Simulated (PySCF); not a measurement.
Numbering as in the mapped SMILES `[SiH3:1][CH2:2][BH2-:3][PH3+:4]`. Each H is labelled by its parent atom.

Geometry: PBE0-D3(BJ)/def2-SVP; GIAO absolute shieldings from PySCF 2.14, gas phase, non-relativistic, averaged over equivalent atoms.

At PBE0/def2-TZVP (196 basis functions, 18 s wall time on 1 thread of an Arm Neoverse V2, shared host):
```tsv
atoms	σ (ppm)
Si1	391.3
C2	194.9
B3	140.6
P4	427.8
H(P4)	27.15
H(Si1)	27.28
H(B3)	29.57
H(C2)	31.99
```

Q: What do these become at WP04/pcSseg-2?

A: 
| atoms | σ at WP04/pcSseg-2 | change |
| --- | --- | --- |
| Si1 | 382.5 | -8.8 |
| C2 | 178.6 | -16.3 |
| B3 | 125.7 | -14.9 |
| P4 | 394.3 | -33.5 |
| H(P4) | 27.74 | +0.59 |
| H(Si1) | 28.24 | +0.96 |
| H(B3) | 30.13 | +0.56 |
| H(C2) | 32.13 | +0.14 |

The largest change is at P4 (phosphorus bonded to B, 3 H). Cost: 298 basis functions, 34 s wall time on 1 thread of an Arm Neoverse V1, shared host.

A carbon bonded to boron is broadened by the quadrupolar boron nucleus and is often missing from a measured spectrum.
